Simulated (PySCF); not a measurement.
CH$_{6}$O$_{3}$Sn, singlet, geometry from GFN2-xTB (such geometries of metal compounds can be far from the true shape) (all electrons, no relativity); CASSCF(4,6)+NEVPT2/STO-3G (PySCF).

The PySCF input:
```python
from pyscf import gto, scf, mcscf, mrpt
import numpy

mol = gto.Mole()
mol.atom = '''
    Sn    0.25796594   -0.08395751    0.31992320
    O     1.63294181    1.21030378   -0.01916710
    O     0.71144146   -1.59587812   -0.77649374
    O    -1.32465576    0.78011560   -0.43656852
    C    -2.55795450    0.15831989   -0.70717505
    H     0.13541039   -0.56967519    1.91149553
    H     1.30036910    2.09472822   -0.18001703
    H     1.53251579   -1.48464891   -1.25802135
    H    -3.15310681    0.89894834   -1.24200385
    H    -3.08096140   -0.12209745    0.20821957
    H    -2.44261757   -0.72562860   -1.33494752
'''
mol.basis = 'sto-3g'
mol.verbose = 3
mol.build()

mf = scf.RHF(mol)
mf.kernel()
mc = mcscf.CASSCF(mf, 6, 4)
mc.fix_spin_(ss=0.0)
mc.kernel()
occ = numpy.linalg.eigvalsh(mc.fcisolver.make_rdm1(mc.ci, mc.ncas, mc.nelecas))[::-1]
ss = mc.fcisolver.spin_square(mc.ci, mc.ncas, mc.nelecas)[0]
print('natural occupations', occ.round(4), ' <S^2>', round(ss, 4))
e2 = mrpt.NEVPT(mc).kernel()
print('E(NEVPT2) = %.10f' % (mc.e_tot + e2))
```

Predict the main parts of the log of this PySCF run.


```
converged SCF energy = -6225.73820733067
CASSCF energy = -6225.78177377277
CASCI E = -6225.78177377277  E(CI) = -5.50111974673200  S^2 = 0.0000000
natural occupations [1.9734e+00 1.9695e+00 3.1000e-02 2.5200e-02 7.0000e-04 3.0000e-04]  <S^2> 0.0
Sr    (-1)',   E = -0.00001707567268
Si    (+1)',   E = -0.00503846330911
Sijrs (0)  ,   E = -0.08048681204296
Sijr  (+1) ,   E = -0.03354108114179
Srsi  (-1) ,   E = -0.00196013046980
Srs   (-2) ,   E = -0.00013429230750
Sij   (+2) ,   E = -0.01526823722352
Sir   (0)' ,   E = -0.01221966817751
Nevpt2 Energy = -0.148665760344874
E(NEVPT2) = -6225.9304395331
```
